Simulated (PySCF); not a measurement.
## Calculated data, CH6B2O, CH3ClOSi, B2HO

Calculation on a computer-drawn molecule: optimised geometry and harmonic frequencies of an isolated molecule of the commonest isotopes, restricted reference for singlets and unrestricted otherwise, frozen core in MP2. Program: PySCF 2.14.0.

Common to all runs: multiplicity 1; method HF.

(1) CH6B2O

Start structure:
```xyz
10
CH6B2O
B     -2.6857    -0.6470    -1.3184
C     -1.4222    -0.2374    -0.4562
B     -0.4397    -1.5090    -0.5860
O     -0.4976    -2.5218     0.2336
H     -2.7519    -0.3600    -2.4443
H     -3.6257    -1.2289    -0.7949
H     -1.7319    -0.0626     0.5428
H     -0.9541     0.6842    -0.7753
H      0.3578    -1.5697    -1.4157
H     -1.1197    -2.5031     0.8852
```

* charge: 0
* basis: cc-pVDZ
* rotational constants: 21.93, 4.034, 3.994 GHz
* total energy: -165.6408 hartree
* convergence status largest gradient component: 8.997e-06 hartree/bohr

Drawn bonds:
```
atom  other atom  order
   1           2      1
   2           3      1
   3           4      1
   1           5      1
   1           6      1
   2           7      1
   2           8      1
   3           9      1
   4          10      1
```

Optimised structure:
```xyz
10
CH6B2O
B     -2.7480    -0.5287    -1.4017
C     -1.5563    -0.3940    -0.3903
B     -0.4889    -1.5513    -0.5948
O     -0.1976    -2.4706     0.3510
H     -2.5679    -0.3470    -2.5761
H     -3.8518    -0.8370    -1.0382
H     -1.8861    -0.3209     0.6504
H     -1.0073     0.5216    -0.6584
H      0.1211    -1.6554    -1.6245
H     -0.6880    -2.3719     1.1534
```

Modes:
```
frequency (cm⁻¹)  reduced mass (dalton)
           68.71                  2.586
           157.4                  1.094
           262.8                  2.187
           425.5                  2.568
             648                  1.315
           730.5                  1.107
           815.7                  1.612
           892.9                  1.308
           986.1                  1.671
           999.9                  1.603
            1093                  1.844
            1134                  1.375
            1172                  1.367
            1230                  1.652
            1268                  1.303
            1339                  1.277
            1440                  3.625
            1537                  1.152
            2661                  1.054
            2703                  1.094
            2728                  1.126
            3133                  1.062
            3207                  1.098
            4157                  1.066
```

(2) CH3ClOSi

Start structure:
```xyz
7
CH3ClOSi
C     -1.5738     1.4378    -0.2090
Si    -0.3923     1.9706     0.9725
O      1.1264     1.4896     1.1511
Cl    -0.5319     3.3858     2.4356
H     -2.5727     1.9161    -0.2356
H     -1.3440     0.7008    -0.9392
H      1.4454     0.7669     0.5875
```

- charge: 0
- basis: cc-pV(D+d)Z
- rotational constants: 7.101, 3.614, 2.395 GHz
- total energy: -862.9601 hartree
- convergence status largest gradient component: 2.983e-05 hartree/bohr

Drawn bonds:
```
atom  other atom  order
   1           2      2
   2           3      1
   2           4      1
   1           5      1
   1           6      1
   3           7      1
```

Optimised structure:
```xyz
7
CH3ClOSi
C     -1.5333     1.4849    -0.1624
Si    -0.3813     1.9662     0.9516
O      1.1373     1.4279     1.1322
Cl    -0.6623     3.3864     2.3680
H     -2.5187     1.9324    -0.1718
H     -1.3345     0.7189    -0.9022
H      1.4497     0.7510     0.5476
```

Modes:
```
frequency (cm⁻¹)  reduced mass (dalton)
           232.1                  3.416
           270.3                  3.638
           287.6                  4.624
           309.4                  1.361
           550.3                  1.057
           562.9                  8.439
           716.5                  1.208
           750.4                  1.314
           853.2                  2.144
             965                  2.393
            1141                  4.653
            1478                  1.243
            3306                  1.056
            3405                  1.114
            4151                  1.067
```

(3) B2HO

Start structure:
```xyz
4
B2HO
B      1.2954    -2.8155     1.8074
B      1.8433    -3.1945     0.3632
O      2.2906    -3.6151    -0.7083
H      0.9534    -2.4413     2.8130
```

* charge: 1
* basis: cc-pVDZ
* rotational constants: 8.252, 8.252 GHz
* total energy: -124.4724 hartree
* convergence status largest gradient component: 1.613e-05 hartree/bohr

Drawn bonds:
```
atom  other atom  order
   1           2      1
   2           3      2
   1           4      1
```

Optimised structure:
```xyz
4
B2HO
B      1.3098    -2.7734     1.8219
B      1.8829    -3.2609     0.3125
O      2.2800    -3.5987    -0.7340
H      0.9100    -2.4334     2.8749
```

Modes:
```
frequency (cm⁻¹)  reduced mass (dalton)
           270.7                  4.288
           270.7                  4.288
           786.4                  1.417
           786.4                  1.417
           810.4                    6.8
            2273                  11.64
            2951                   1.11
```
